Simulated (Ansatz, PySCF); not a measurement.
Dissociation curve of BeH (cation, charge +1), singlet.

Computed with: UHF/3-21G = unrestricted Hartree-Fock/3-21G (PySCF); RHF/3-21G = restricted Hartree-Fock/3-21G in PySCF; RMP2 = Ansatz (a program for electronic structure) with MP2 on RHF/aug-cc-pVQZ, frozen core.

Total energies in hartree (comparable only within one method and basis):

```json
[
 {"R / Å": "1.07", "UHF/3-21G": "-14.73079", "RHF/3-21G": "-14.73079", "RMP2": "-14.85975"},
 {"R / Å": "1.14", "UHF/3-21G": "-14.74662", "RHF/3-21G": "-14.74662", "RMP2": "-14.87412"},
 {"R / Å": "1.21", "UHF/3-21G": "-14.75576", "RHF/3-21G": "-14.75576", "RMP2": "-14.88210"},
 {"R / Å": "1.23", "UHF/3-21G": "-14.75737", "RHF/3-21G": "-14.75737", "RMP2": "-14.88345"},
 {"R / Å": "1.31", "UHF/3-21G": "-14.76032", "RHF/3-21G": "-14.76032", "RMP2": "-14.88558"},
 {"R / Å": "1.33", "UHF/3-21G": "-14.76031", "RHF/3-21G": "-14.76031", "RMP2": "-14.88542"},
 {"R / Å": "1.38", "UHF/3-21G": "-14.75922", "RHF/3-21G": "-14.75922", "RMP2": "-14.88407"},
 {"R / Å": "1.43", "UHF/3-21G": "-14.75685", "RHF/3-21G": "-14.75685", "RMP2": "-14.88157"},
 {"R / Å": "1.44", "UHF/3-21G": "-14.75624", "RHF/3-21G": "-14.75624", "RMP2": "-14.88095"},
 {"R / Å": "1.53", "UHF/3-21G": "-14.74925", "RHF/3-21G": "-14.74925", "RMP2": "-14.87403"},
 {"R / Å": "1.63", "UHF/3-21G": "-14.73912", "RHF/3-21G": "-14.73912", "RMP2": "-14.86426"},
 {"R / Å": "1.76", "UHF/3-21G": "-14.72557", "RHF/3-21G": "-14.72398", "RMP2": "-14.84984"},
 {"R / Å": "1.99", "UHF/3-21G": "-14.71057", "RHF/3-21G": "-14.69581", "RMP2": "-14.82340"},
 {"R / Å": "2.22", "UHF/3-21G": "-14.70209", "RHF/3-21G": "-14.66913", "RMP2": "-14.79906"},
 {"R / Å": "2.38", "UHF/3-21G": "-14.69819", "RHF/3-21G": "-14.65222", "RMP2": "-14.78428"},
 {"R / Å": "2.68", "UHF/3-21G": "-14.69334", "RHF/3-21G": "-14.62456", "RMP2": "-14.76188"},
 {"R / Å": "2.89", "UHF/3-21G": "-14.69116", "RHF/3-21G": "-14.60829", "RMP2": "-14.75018"},
 {"R / Å": "3.27", "UHF/3-21G": "-14.68875", "RHF/3-21G": "-14.58474", "RMP2": "-14.73626"},
 {"R / Å": "3.63", "UHF/3-21G": "-14.68753", "RHF/3-21G": "-14.56843", "RMP2": "-14.73012"},
 {"R / Å": "4.02", "UHF/3-21G": "-14.68683", "RHF/3-21G": "-14.55595", "RMP2": "-14.72923"},
 {"R / Å": "4.65", "UHF/3-21G": "-14.68635", "RHF/3-21G": "-14.54380", "RMP2": "-14.73600"},
 {"R / Å": "5.28", "UHF/3-21G": "-14.68621", "RHF/3-21G": "-14.53769", "RMP2": "-14.74803"}
]
```

The unrestricted determinant behind UHF/3-21G is spin-contaminated at 1.76 to 5.28 Å (<S²> up to 1.0, against 0.00 for a pure singlet). The restricted form behind RHF/3-21G, RMP2 keeps the bonding electrons paired and can't separate into open-shell fragments. The T1 diagnostic of CCSD on the restricted reference of RMP2 exceeds 0.045 at 2.22 to 5.28 Å.
